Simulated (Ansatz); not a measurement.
Relaxation of the cluster Al₄Te₆⁻ with UKS PBE-D4/def2-SVP.

```sh
$ ansatz run in.yaml --threads 4 --pin off --events-out ev --progress --plain --max-ram 6963MiB
```

```yaml
crystal:
  periodic: [false, false, false]
  atoms:
    - {symbol: Al, position_ang: [-1.584610, 0.386220, 0.434140]}
    - {symbol: Al, position_ang: [0.078110, -0.282340, -1.662630]}
    - {symbol: Al, position_ang: [1.021670, 1.283560, 0.399650]}
    - {symbol: Al, position_ang: [0.485610, -1.388910, 0.829840]}
    - {symbol: Te, position_ang: [1.782700, 1.635380, -2.059110]}
    - {symbol: Te, position_ang: [2.454890, -0.170140, 2.005410]}
    - {symbol: Te, position_ang: [-2.457000, 0.163990, -2.001530]}
    - {symbol: Te, position_ang: [0.923190, -2.718160, -1.356580]}
    - {symbol: Te, position_ang: [-0.917750, 2.721620, 1.352350]}
    - {symbol: Te, position_ang: [-1.786810, -1.631230, 2.058460]}
basis:
  gaussian: {orbitals: def2-SVP}
total_charge: -1
magnetization: {spin_polarized: true, initial_magnetization: 1}
hamiltonian: {xc: pbe, dispersion: d4}
scf: {lower_state_search: "off"}
output: {orbitals: {seedname: orbitals}}
relax: {f_tol: 0.03, max_steps: 70}
```

Hardware: 4 threads of Arm Neoverse V1 on a shared host. Wall time 90 s, peak host memory 0.62 GiB.

Positions (Å) and forces (eV/Å) at steps 1, 2, 3, 4, 6 of 6:

```xyz
10
step=1 energy=-70139.8748 eV
Al   -1.585    0.386    0.434   -0.279   -0.070    0.009
Al    0.078   -0.282   -1.663   -0.043    0.082   -0.266
Al    1.022    1.284    0.400    0.076    0.308   -0.183
Al    0.486   -1.389    0.830   -0.172   -0.300    0.079
Te    1.783    1.635   -2.059    0.142    0.103    0.057
Te    2.455   -0.170    2.005    0.111   -0.003    0.085
Te   -2.457    0.164   -2.002   -0.019    0.003   -0.012
Te    0.923   -2.718   -1.357    0.063   -0.164    0.045
Te   -0.918    2.722    1.352    0.066    0.153    0.068
Te   -1.787   -1.631    2.058    0.056   -0.113    0.117
10
step=2 energy=-70139.9014 eV
Al   -1.631    0.362    0.465    0.106   -0.058    0.078
Al    0.101   -0.258   -1.712    0.098    0.045    0.092
Al    1.019    1.333    0.353    0.004   -0.096    0.008
Al    0.438   -1.433    0.834    0.011    0.100    0.023
Te    1.867    1.672   -2.064   -0.139   -0.166    0.044
Te    2.430   -0.165    1.979   -0.029   -0.002   -0.021
Te   -2.454    0.164   -1.997   -0.015    0.003   -0.019
Te    0.926   -2.745   -1.351   -0.035    0.142   -0.029
Te   -0.912    2.745    1.360   -0.044   -0.139   -0.038
Te   -1.784   -1.676    2.134    0.043    0.170   -0.136
10
step=3 energy=-70139.9139 eV
Al   -1.623    0.360    0.450    0.013   -0.053    0.064
Al    0.088   -0.255   -1.701    0.069    0.046    0.003
Al    1.022    1.315    0.365    0.022    0.008   -0.047
Al    0.452   -1.416    0.836   -0.040   -0.004    0.034
Te    1.851    1.642   -2.060   -0.032   -0.019    0.012
Te    2.441   -0.166    1.990   -0.003   -0.001   -0.002
Te   -2.463    0.166   -2.007   -0.008    0.001   -0.007
Te    0.929   -2.718   -1.357   -0.012   -0.012   -0.015
Te   -0.919    2.718    1.362   -0.015    0.012   -0.007
Te   -1.778   -1.646    2.121    0.008    0.021   -0.034
10
step=4 energy=-70139.9156 eV
Al   -1.620    0.353    0.457    0.004   -0.034    0.044
Al    0.096   -0.250   -1.698    0.047    0.030   -0.003
Al    1.024    1.317    0.361    0.028   -0.007   -0.022
Al    0.448   -1.418    0.839   -0.013    0.008    0.033
Te    1.850    1.646   -2.063   -0.017   -0.010   -0.002
Te    2.439   -0.166    1.988    0.004   -0.001    0.003
Te   -2.457    0.166   -2.002   -0.022    0.002   -0.018
Te    0.921   -2.718   -1.357   -0.007   -0.009   -0.018
Te   -0.922    2.718    1.355   -0.018    0.010   -0.002
Te   -1.781   -1.650    2.120   -0.005    0.011   -0.016
10
step=6 energy=-70139.9174 eV
Al   -1.613    0.341    0.470   -0.008    0.005    0.005
Al    0.111   -0.239   -1.694    0.003   -0.004   -0.009
Al    1.039    1.316    0.356    0.011   -0.006    0.002
Al    0.448   -1.417    0.855    0.005    0.004    0.010
Te    1.842    1.657   -2.075    0.001    0.000   -0.003
Te    2.444   -0.166    1.992   -0.001    0.000    0.000
Te   -2.450    0.166   -1.997   -0.006    0.000   -0.004
Te    0.903   -2.715   -1.358    0.001    0.005   -0.003
Te   -0.927    2.716    1.339   -0.004   -0.005    0.001
Te   -1.796   -1.660    2.113   -0.003   -0.001    0.002
```

In the def2 sets Te takes a core potential; there is no spin–orbit coupling. An occupied level of the charge -1 doublet lies above an empty one (by up to 0.08 eV), so this SCF solution is probably not the lowest. The gap within one spin of the charge -1 doublet nearly closes, so an electron or hole may be smeared out by delocalisation error. The relaxation made no stability test and no search for a lower SCF solution. The structure comes from a short search, and lower isomers may exist.
